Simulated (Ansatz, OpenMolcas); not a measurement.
**A ladder of methods for CH7GaSi (SMILES [CH3][GaH][SiH3])**

CH7GaSi: 10 atoms, total charge 0, spin state singlet. SMILES: `[CH3][GaH][SiH3]`. Geometry: relaxed at PBE0-D4/def2-TZVP.

```csv
atom,x (Å),y (Å),z (Å)
C,-1.1233,1.3941,-0.6192
Ga,0.5615,0.6593,0.0933
Si,0.7867,-1.7053,0.5507
H,-1.9243,0.6566,-0.6704
H,-0.9470,1.7854,-1.6260
H,-1.4542,2.2365,-0.0057
H,1.7596,1.6546,0.3460
H,0.5310,-2.4962,-0.6888
H,2.1250,-2.1009,1.0697
H,-0.2317,-2.1351,1.5533
```

Each level gives the energy change with the C1–H6 bond stretched from 1.093 to 1.421 Å (eV). The values are calculated.

```json
{"level": "HF/6-31G* (spherical functions) (restricted)", "kind": "Hartree–Fock", "program": "Ansatz", "value (eV)": "1.13", "CPU time (all runs)": "5.6 s"}
{"level": "PBE/6-31G* (spherical functions) (restricted)", "kind": "GGA", "program": "Ansatz", "value (eV)": "0.91", "CPU time (all runs)": "14 s"}
{"level": "TPSS/6-31G* (spherical functions) (restricted)", "kind": "meta-GGA", "program": "OpenMolcas", "value (eV)": "0.94", "CPU time (all runs)": "1.8 min"}
{"level": "PBE0/6-31G* (spherical functions) (restricted)", "kind": "global hybrid", "program": "Ansatz", "value (eV)": "1.01", "CPU time (all runs)": "19 s"}
{"level": "HSE06/6-31G* (spherical functions) (restricted)", "kind": "range-separated hybrid", "program": "Ansatz", "value (eV)": "1.00", "CPU time (all runs)": "21 s"}
{"level": "wB97X/6-31G* (spherical functions) (restricted)", "kind": "range-separated hybrid", "program": "Ansatz", "value (eV)": "1.03", "CPU time (all runs)": "71 s"}
{"level": "B2PLYP/6-31G* (spherical functions) (restricted)", "kind": "double hybrid", "program": "OpenMolcas", "value (eV)": "1.01", "CPU time (all runs)": "52 s"}
{"level": "RPA@PBE0/6-31G* (spherical functions) (restricted)", "kind": "RPA", "program": "Ansatz", "value (eV)": "0.97", "CPU time (all runs)": "33 s"}
{"level": "CCSD/6-31G* (spherical functions) (restricted)", "kind": "coupled cluster or CI", "program": "Ansatz", "value (eV)": "0.97", "CPU time (all runs)": "22 s"}
```

All-electron rows without a relativistic Hamiltonian named are non-relativistic. The first shape isn't each level's own minimum. The values span 0.91 to 1.13 eV. In the correlated wave-function rows the outer d shell of Ga is correlated, in sets not made for it. CPU times are rough (shared hosts, several kinds of processor and program).
